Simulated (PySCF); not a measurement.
Ligand exchange on a metal centre used in film growth or etching (Y F-OH). Isolated molecules, 0 K electronic values unless said otherwise. One relaxed conformer stands for each flexible species; it need not be the lowest.

The HOMO–LUMO gap from two functionals at the same geometries (TPSS-D3(BJ)/def2-SVP), both in PySCF: PBE-D3(BJ)/def2-TZVP and B3LYP-D3(BJ)/def2-TZVP. B3LYP has the VWN-RPA correlation part, as in Gaussian. 

| species | PBE-D3(BJ)/def2-TZVP (eV) |
|---|---|
| 0 of 3 F replaced by OH ([Y(F)3]) | 5.40 |
| 1 of 3 F replaced by OH ([Y(F)2(OH)]) | 4.28 |
| 2 of 3 F replaced by OH | 4.27 |
| 3 of 3 F replaced by OH ([Y(OH)3]) | 4.11 |

Task: What does B3LYP-D3(BJ)/def2-TZVP give for each?

Result: 
- 0 of 3 F replaced by OH ([Y(F)3]): 7.43
- 1 of 3 F replaced by OH ([Y(F)2(OH)]): 6.10
- 2 of 3 F replaced by OH: 6.07
- 3 of 3 F replaced by OH ([Y(OH)3]): 5.90
Over these rows, drawn at random from the members with no instability flagged (it was tested for open shells, ions and some series alone), PBE minus B3LYP-D3(BJ): mean -1.86 eV, from -2.04 eV to -1.79 eV.
